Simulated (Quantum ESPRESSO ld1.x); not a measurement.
Task: The gold ion Au30+, configuration [Kr] 4d10 4f2.75 5s0.25 (fractional occupations, a model configuration). All-electron calculation, non-relativistic Kohn-Sham, LDA (Slater exchange, VWN5 correlation), spin-polarised, spherical densities, point nucleus; open shells are filled with parallel spins first; relativity is left out, which matters for an element this heavy. Program: ld1.x of Quantum ESPRESSO 7.5. Some entries of the table are withheld. Estimate them.

orbital,occ.,eigenvalue (hartree),<r> (bohr),r(max) (bohr)
1s up,1,-2722.84,0.01917,0.013
1s down,1,-2722.83,0.01917,0.013
2s up,1,-487.484,0.08078,0.069
2s down,1,-487.470,0.08078,0.069
2p up,3,-470.253,0.06825,0.053
2p down,3,-470.244,0.06825,0.053
3s up,1,-144.306,0.2030,0.189
3s down,1,-144.145,0.2029,0.189
3p up,3,-136.239,0.1933,0.177
3p down,3,-136.092,0.1932,0.177
3d up,5,-121.160,0.1688,0.140
3d down,5,-121.052,0.1687,0.140
4s up,1,-57.6792,0.4218,0.408
4s down,1,-57.5059,0.4221,0.408
4p up,3,-54.1385,0.4208,(1)
4p down,3,-53.9649,0.4212,(2)
4d up,5,(3),(4),0.392
4d down,5,(5),(6),0.392
4f up,2.75,-39.3587,0.3911,0.328
4f down,0,-39.1560,0.3917,0.331
5s up,0.25,-30.5357,0.7595,0.767
5s down,0,-30.4160,0.7602,0.767

Result: 
(1) 4p up r(max) (bohr): 0.404
(2) 4p down r(max) (bohr): 0.404
(3) 4d up eigenvalue (hartree): -47.6868
(4) 4d up <r> (bohr): 0.4145
(5) 4d down eigenvalue (hartree): -47.5087
(6) 4d down <r> (bohr): 0.4150
